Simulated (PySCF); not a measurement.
A side-by-side comparison of computed properties.

First species: C₈H₇ClO₃.
Bonds: C1–C2, C2–O3 (double), C2–C4, C4–C5 (aromatic), C5–O6 (aromatic), O6–C7 (aromatic), C7–C8, C8–O9 (double), C8–Cl10, C7–C11 (aromatic), C11–C12, C4–C11 (aromatic). Hydrogens: H13, H14, H15 on C1; H16 on C5; H17, H18, H19 on C12.

Second species: C7H11O2P.
SMILES: `C#CCP(CC)C(=O)OC`

Levels: PBE0/pcSseg-1 for dipole moment, HOMO energy, LUMO energy and HOMO–LUMO gap; GFN2-xTB for rotational constant A and rotational constant C. Geometries: GFN2-xTB. Each structure is a single optimised conformer of the isolated species, non-relativistic unless stated; the electronic structure was computed with PySCF and density fitting.

Dipoles, sizes and rotational constants follow the conformer. The torsions of the flexible species, by atom-mapped SMILES:
- `[CH3:1][C:2](=[O:3])[c:4]1[cH:5][o:6][c:7]([C:8](=[O:9])[Cl:10])[c:11]1[CH3:12]`: C1–C2–C4–C5 0°, O6–C7–C8–O9 180°
- `[CH:1]#[C:2][CH2:3][P:4]([CH2:5][CH3:6])[C:7](=[O:8])[O:9][CH3:10]`: C2–C3–P4–C5 -52°, C3–P4–C5–C6 -45°, C3–P4–C7–O8 -17°, P4–C7–O9–C10 177°

Values for the first species:

* Dipole moment: 4.49 D
* HOMO energy: -7.82 eV
* LUMO energy: -2.24 eV
* HOMO–LUMO gap: 5.58 eV
* Rotational constant A: 1.923 GHz
* Rotational constant C: 0.374 GHz

**Question.** Estimate the same properties for the second species, and the change in each.

**Answer.** 
```json
{"property": "dipole moment", "first": "4.49 D", "second": "2.33 D", "second less first": "-2.16 D"}
{"property": "HOMO energy", "first": "-7.82 eV", "second": "-6.95 eV", "second less first": "+0.87 eV"}
{"property": "LUMO energy", "first": "-2.24 eV", "second": "-0.32 eV", "second less first": "+1.92 eV"}
{"property": "HOMO–LUMO gap", "first": "5.58 eV", "second": "6.63 eV", "second less first": "+1.05 eV"}
{"property": "rotational constant A", "first": "1.923 GHz", "second": "2.257 GHz", "second less first": "+0.334 GHz"}
{"property": "rotational constant C", "first": "0.374 GHz", "second": "0.624 GHz", "second less first": "+0.250 GHz"}
```

On the first: A dipole of 4.49 D is allowed in Cs, and pure rotational transitions are dipole-allowed. In atomic units the dipole is 1.77 e·bohr (1 au = 2.5417 D).

On the second: The dipole equals about 7.8 × 10⁻³⁰ C·m (1 D = 3.33564 × 10⁻³⁰ C·m).
